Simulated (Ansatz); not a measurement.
Relaxation of BrCl2HZn (5 atoms, charge 0, multiplicity 1), to a largest force component of 0.03 eV/Å in at most 50 steps.

Method: RKS PBE0-D4/def2-SVP (Ansatz).

```xyz
5
Properties=species:S:1:pos:R:3
Zn 0.295 0.000 -0.007
Cl 0.535 0.000 2.185
Cl 0.291 0.000 -2.106
Br -3.135 0.000 1.132
H -2.032 0.000 2.152
```

Question: Where does it end, and by what steps?

Answer: The run converged. After 7 steps the energy has fallen by 0.233 eV; Br4 moved furthest, 0.48 Å. Joined: Zn1–Br4 (3.61 → 2.80 Å).

| step | energy less start (eV) | largest force component (eV/Å) | accepted |
| --- | --- | --- | --- |
| 0 | 0.0000 | 1.245 | yes |
| 1 | -0.1488 | 0.250 | yes |
| 2 | -0.1891 | 0.304 | yes |
| 3 | -0.2037 | 0.330 | yes |
| 4 | -0.2262 | 0.195 | yes |
| 5 | -0.2306 | 0.099 | yes |
| 6 | -0.2325 | 0.061 | yes |
| 7 | -0.2330 | 0.019 | yes |

```xyz
5
Properties=species:S:1:pos:R:3
Zn -0.030 0.000 0.132
Cl 0.522 0.000 2.205
Cl 0.140 0.000 -1.972
Br -2.723 0.000 0.887
H -1.955 0.000 2.105
```

Whether the end is a true minimum wasn't checked by a vibrational analysis.

Run time: 12 s on 2 threads of AMD EPYC 9R45 96-Core Processor (Zen 5) (shared host), peak memory 0.28 GiB.
